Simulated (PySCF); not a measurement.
**Radial density of Sn²⁺ (tin, charge +2)**

B3LYP, [Kr] 4d10 5s2, closed-shell 1S. Calculation: PySCF 2.14, in cc-pVDZ-PP with ECP28MDF (4s3p2d, 23 functions); scalar relativity through the core potential. This is the valence pseudo-density: the core potential removes the inner electrons and smooths the orbitals near the nucleus.

| r (bohr) | 4πr²ρ (e/bohr) |
| --- | --- |
| 0.00821 | 2.321e-05 |
| 0.0138 | 6.197e-05 |
| 0.0232 | 0.0001501 |
| 0.0391 | 0.0002957 |
| 0.0657 | 0.0005906 |
| 0.111 | 0.003951 |
| 0.186 | 0.05225 |
| 0.313 | 0.9318 |
| 0.526 | 11.34 |
| 0.885 | 21.92 |
| 1.49 | 6.421 |
| 2.50 | 1.208 |
| 4.21 | 0.06245 |
| 7.08 | 0.0002585 |

Energies and moments cover only the electrons outside the core potential.
